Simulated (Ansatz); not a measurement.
The same group exchange along the group F, Cl, Br.

Calculated with Ansatz (gas phase, PBE0-D4/def2-TZVP geometries, no zero-point term in ΔE). CCSD(T)/CBS is the MP2 limit (def2-TZVPP, def2-QZVPP) plus CCSD(T) − MP2 in def2-TZVPP, frozen cores. This one scheme is used for every species. Functionals use def2-TZVPP. B3LYP here is the variant with VWN-RPA as its local correlation; programs differ in this. For Br, Se outer-core shells are correlated without core-valence functions, which leaves a few kJ/mol of doubt a bond. Scalar relativity is left out up to krypton. Each species was taken in one conformer, which may not be the lowest.

```tsv
reaction	CCSD(T)/CBS(def2) (kJ/mol)
`F[SiH2][SeH]` + ethane → `CC[SiH2][SeH]` + H–F	135
`Cl[SiH2][SeH]` + ethane → `CC[SiH2][SeH]` + HCl	94
`[SeH][SiH2]Br` + ethane → `CC[SiH2][SeH]` + HBr	?
```

Task: Fill in the missing values. (An estimate is asked.)

Result: Computed: `[SeH][SiH2]Br` + ethane → `CC[SiH2][SeH]` + HBr: +98.0 kJ/mol.

Largest T1 diagnostic: 0.010, for `F[SiH2][SeH]`.
